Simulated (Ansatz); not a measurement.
Start from `[NH2][W](=[O])(=[O])[OH]` and change one atom or group to get `[CH3][W]([NH2])(=[O])=[O]`.

Ansatz, PBE0-D4/def2-TZVP geometries, multiplicity 1. Each molecule was computed in one conformer, which needn't be the lowest.

Elements past krypton have def2 core potentials.

```
                                                                                  property  `[NH2][W](=[O])(=[O])[OH]`
ideal-gas entropy at 298 K and 1 bar (rigid rotor, harmonic PBE0-D4/def2-TZVP) / J/(mol·K)                         349
                                                       LUMO energy (B3LYP/def2-TZVPP) / eV                       -1.58
                                                         LUMO energy (PBE/def2-TZVPP) / eV                       -2.18
                                                         HOMO energy (PBE/def2-TZVPP) / eV                       -7.08
                                                        HOMO energy (PBE0/def2-TZVPP) / eV                       -8.55
                                                      HOMO–LUMO gap (PBE0/def2-TZVPP) / eV                        7.22
```

Give the same properties after the change, and the shifts. (Estimate.)

The calculation gave: 
```tsv
property	`[CH3][W]([NH2])(=[O])=[O]`	shift
ideal-gas entropy at 298 K and 1 bar (rigid rotor, harmonic PBE0-D4/def2-TZVP) / J/(mol·K)	356	7
LUMO energy (B3LYP/def2-TZVPP) / eV	-1.78	-0.20
LUMO energy (PBE/def2-TZVPP) / eV	-2.34	-0.16
HOMO energy (PBE/def2-TZVPP) / eV	-7.04	0.04
HOMO energy (PBE0/def2-TZVPP) / eV	-8.64	-0.09
HOMO–LUMO gap (PBE0/def2-TZVPP) / eV	7.10	-0.12
```

With PBE0 the HOMO falls by 0.09 eV and the LUMO falls by 0.21 eV, so the gap narrows by about 0.12 eV. PBE moves the HOMO by 0.04 eV and ωB97M-V by -0.17 eV. The zero-point energy changes by 59.6 kJ/mol with +6 modes.

B3LYP here is the variant with VWN-RPA as its local correlation; programs differ in this.
